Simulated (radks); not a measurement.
Results of a calculation; reference values are marked as such.
Spin polarisation of the 4d5 shell in Ru3+. Start: [Kr] 4d(up 2.5, down 2.5); electrons of 4d are moved from spin down to spin up, other shells keep equal spins. Level of theory: non-relativistic Kohn-Sham, LDA (Slater exchange, Perdew-Wang correlation), spin-polarised, spherical densities, point nucleus (a radial shooting solver on a logarithmic mesh with Libxc functionals).

[
 {"moment (Bohr magnetons)": "0", "E - E(0) (eV)": "0.000", "e(4d up) (eV)": "-38.018", "e(4d down) (eV)": "-38.018", "4p down minus up (eV)": "0.000", "4s down minus up (eV)": "0.000"},
 {"moment (Bohr magnetons)": "1", "E - E(0) (eV)": "-0.179", "e(4d up) (eV)": "-38.359", "e(4d down) (eV)": "-37.642", "4p down minus up (eV)": "0.738", "4s down minus up (eV)": "0.724"},
 {"moment (Bohr magnetons)": "2", "E - E(0) (eV)": "-0.718", "e(4d up) (eV)": "-38.667", "e(4d down) (eV)": "-37.227", "4p down minus up (eV)": "1.479", "4s down minus up (eV)": "1.450"},
 {"moment (Bohr magnetons)": "3", "E - E(0) (eV)": "-1.620", "e(4d up) (eV)": "-38.944", "e(4d down) (eV)": "-36.771", "4p down minus up (eV)": "2.228", "4s down minus up (eV)": "2.181"},
 {"moment (Bohr magnetons)": "4", "E - E(0) (eV)": "-2.893", "e(4d up) (eV)": "-39.189", "e(4d down) (eV)": "-36.267", "4p down minus up (eV)": "2.986", "4s down minus up (eV)": "2.921"},
 {"moment (Bohr magnetons)": "5", "E - E(0) (eV)": "-4.546", "e(4d up) (eV)": "-39.404", "e(4d down) (eV)": "-35.712", "4p down minus up (eV)": "3.757", "4s down minus up (eV)": "3.671"}
]

At moment 5 the spin-polarisation energy is -4.546 eV and the 4d exchange splitting 3.692 eV, that is 0.738 eV per Bohr magneton; E = -I m^2/4 would give I = 0.727 eV.
